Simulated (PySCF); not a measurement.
A PySCF script (with the pyscf-properties extension) for the NMR shieldings of SMILES C[Si](C)(C)O[C@]12C[C@H]1C2, C7H14OSi, on a GFN2-xTB geometry:

```python
import basis_set_exchange as bse
import numpy as np
from pyscf import gto, dft
from pyscf.prop import nmr

atoms = """
C    -2.022178    1.680544    1.129003
Si   -1.090968    0.300574    0.220035
C    -1.791230    0.023544   -1.534103
C    -1.151574   -1.348527    1.179591
O     0.435035    0.915710    0.169144
C     1.604165    0.375991   -0.228040
C     2.006769   -0.353059   -1.467949
C     2.273830   -0.948689   -0.113499
C     2.911175    0.272958    0.486871
H    -1.726676    1.743426    2.171323
H    -1.836371    2.649111    0.676567
H    -3.091203    1.499710    1.099055
H    -2.871374   -0.082235   -1.514688
H    -1.557148    0.863048   -2.183375
H    -1.388068   -0.872184   -2.000068
H    -0.665669   -1.256675    2.147555
H    -2.172567   -1.670989    1.357221
H    -0.650245   -2.145207    0.635735
H     2.841066    0.014924   -2.056647
H     1.213358   -0.791376   -2.059944
H     2.028733   -1.898278    0.306483
H     3.802621    0.685426    0.024931
H     2.893768    0.369237    1.564879
"""
names = dict.fromkeys(["C", "Si", "O", "H"], "pcSseg-1")
basis = {el: gto.basis.parse(bse.get_basis(n, elements=[el], fmt="nwchem")) for el, n in names.items()}
mol = gto.M(atom=atoms, basis=basis, charge=0, verbose=0)
mf = dft.RKS(mol, xc="PBE0")
mf.grids.level = 2
mf.grids.alignment = dft.numint.BLKSIZE   # the property module wants whole blocks of grid points
mf.conv_tol = 1e-9
mf.kernel()

calc = nmr.RKS(mf)   # GIAO
C = mf.mo_coeff
Co = C[:, mf.mo_occ > 0]
resp = mf.gen_response(singlet=True, hermi=2)
def vind(x):   # induced exchange potential for any number of trial vectors
    d = np.einsum("pi,xij,qj->xpq", C, 2 * x.reshape(-1, C.shape[1], Co.shape[1]), Co, optimize=True)
    return np.einsum("xpq,pi,qj->xij", resp(d - d.transpose(0, 2, 1)), C, Co, optimize=True).ravel()
mo1, _ = nmr.rhf.solve_mo1(calc, with_cphf=vind)
sigma = calc.kernel(mo1)
for i, s in enumerate(sigma):   # ppm
    print("%2d %-2s %9.2f" % (i, mol.atom_pure_symbol(i), np.trace(s) / 3))
```

Task: What does it print?

Result: 
```
 0 C     185.32
 1 Si    332.92
 2 C     184.57
 3 C     186.26
 4 O     305.37
 5 C     135.05
 6 C     152.00
 7 C     180.75
 8 C     150.52
 9 H      31.44
10 H      31.30
11 H      32.10
12 H      31.83
13 H      31.40
14 H      31.60
15 H      31.73
16 H      31.87
17 H      31.56
18 H      31.02
19 H      30.04
20 H      29.98
21 H      30.96
22 H      29.90
```

These numbers come from an equivalent density-fitted implementation of the same equations, which agrees with the script to about 0.01 ppm for H and up to a few tenths of a ppm for heavy atoms, so last digits may differ.

Size and cost of the density-fitted run: 230 basis functions, 78 s wall time on 1 thread of an Arm Neoverse N1, shared host.
